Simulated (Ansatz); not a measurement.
Gas-phase electronic energies from Ansatz, PBE0-D4/def2-TZVP geometries. CCSD(T)/CBS adds triple-zeta CCSD(T) − MP2 to the extrapolated MP2 energy (def2 sets, frozen cores). Functionals use def2-TZVPP. Each species was taken in one conformer, which may not be the lowest.

Reaction (ligand exchange at the Si–C bond): `CSC([SiH3])S` + `[CH3][Al]([OH])[OH]` → `[CH3][Al]([OH])[O][SiH3]` + `CSCS`

`CSC([SiH3])S`:

Z-matrix (Å, degrees):
```
C
S 1 1.799
H 1 1.091 2 106.3
H 1 1.092 2 110.9 3 117.9
H 1 1.090 2 112.1 3 -118.7
C 2 1.815 1 100.6 3 -179.0
S 6 1.806 2 110.3 1 162.9
Si 6 1.886 2 112.7 1 -74.8
H 6 1.095 2 108.9 1 49.1
H 7 1.344 6 96.8 2 74.0
H 8 1.486 6 110.2 2 171.5
H 8 1.485 6 107.4 2 -68.5
H 8 1.488 6 111.2 2 50.9
```

`[CH3][Al]([OH])[OH]`:

Z-matrix (Å, degrees):
```
C
Al 1 1.933
H 1 1.094 2 110.9
H 1 1.092 2 111.7 3 120.6
H 1 1.093 2 111.0 3 -118.5
O 2 1.698 1 118.6 3 63.1
O 2 1.698 1 119.1 3 -116.8
H 6 0.954 2 125.6 1 -179.7
H 7 0.955 2 125.4 1 179.7
```

`[CH3][Al]([OH])[O][SiH3]`:

```xyz
12

C    -2.168   -0.582    0.325
Al   -0.422    0.043    0.869
O    -0.145    0.437    2.493
O     0.839    0.212   -0.239
Si    1.930    0.294   -1.434
H    -2.828   -0.728    1.182
H    -2.645    0.133   -0.351
H    -2.096   -1.529   -0.218
H     0.695    0.755    2.819
H     1.903    1.642   -2.064
H     3.298    0.046   -0.902
H     1.640   -0.723   -2.481
```

`CSCS`:

Z-matrix (Å, degrees):
```
C
S 1 1.794
H 1 1.092 2 111.3
H 1 1.090 2 107.0 3 119.0
H 1 1.091 2 110.2 3 -122.4
C 2 1.795 1 100.2 3 66.7
S 6 1.811 2 116.8 1 63.3
H 6 1.090 2 106.1 1 -173.4
H 6 1.092 2 110.5 1 -56.8
H 7 1.342 6 96.2 2 58.3
```

```
             level  ΔE (kcal/mol)
            PBE-D4          -25.5
           PBE0-D4          -27.4
               PBE          -26.8
    MP2/def2-TZVPP          -28.7
SCS-MP2/def2-TZVPP          -30.5
   CCSD/def2-TZVPP          -30.6
    MP2/def2-QZVPP          -28.4
     MP2/CBS(def2)          -28.0
```

Q: What does CCSD(T)/CBS give? (Best estimate.)

A: The calculation gave: -28.6 kcal/mol. The listed levels differ from it by 3.1, 1.2, 1.8, -0.1, -1.9, -2.0, 0.2, 0.6 kcal/mol.

Largest T1 diagnostic among the species: 0.012.

In def2-TZVPP, CCSD(T) changes the Hartree–Fock value by +8.7 kcal/mol (the triples alone add +1.4 kcal/mol) and MP2 by +9.2 kcal/mol. From PBE to PBE0 (25 % exact exchange), in def2-TZVPP and without D4, ΔE moves by −1.8 kcal/mol. The D4 term adds +2.1 kcal/mol with B3LYP and +1.1 kcal/mol with PBE0; it sums over pairs of atoms, weighted by their polarisabilities, and B3LYP, whose exchange is more repulsive, gets the larger term.

B3LYP here is the variant with VWN-RPA as its local correlation; programs differ in this.
